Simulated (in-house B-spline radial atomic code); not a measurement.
# Ionising Se VIII (Se7+) with different functionals

Computed with a radial B-spline atomic code at the basis-set limit: scalar-relativistic (spin-free X2C) Hamiltonian, Fermi nucleus of rms radius 4.14 fm, spin-polarised at highest spin, spherical fractional occupations for the functionals, and exact exchange of hybrids averaged over the configuration. The ionisation energy is the difference of two self-consistent energies, [Ar] 3d9 → [Ar] 3d8, without Breit or QED terms; ε is the level of the shell that loses the electron (its least bound occupied spin orbital). There is no spin-orbit coupling in this Hamiltonian.

| method | rung | ΔSCF (eV) | -ε(3d) (eV) |
| --- | --- | --- | --- |
| PBE0 | global hybrid | 187.18 | 175.84 |
| B3LYP | global hybrid | 187.31 | 174.97 |
| TPSSh | global hybrid | 187.11 | 172.81 |
| BHandHLYP | global hybrid | 186.95 | 180.59 |
| r2SCAN0 | global hybrid | 187.52 | 176.32 |
| B97-1 | global hybrid | 187.22 | 175.07 |
| HSE06 | range-separated hybrid | 187.10 | 175.34 |
| wB97X | range-separated hybrid | ? | ? |
| CAM-B3LYP | range-separated hybrid | ? | ? |
| LC-wPBE | range-separated hybrid | 187.23 | 176.80 |

Problem. What does wB97X give?

Solution. ΔSCF 186.85 eV, and -ε(3d) = 177.45 eV.

Problem. What does CAM-B3LYP give?

Solution. ΔSCF 187.24 eV, and -ε(3d) = 176.97 eV.

Problem. Among the functionals, which spreads more, the ΔSCF values or the orbital energies?

Solution. The orbital energies: ΔSCF values span about 0.67 eV and the orbital energies 7.78 eV; here energy differences depend much less on the functional than eigenvalues do.

Problem. How do they compare with the NIST value?

Solution. NIST lists 184 eV ± 2.1 (tabulated theory, ground level to ground level). Errors run from +2.85 to +3.52 eV; all lie within about twice that uncertainty, so the table can't rank the methods.
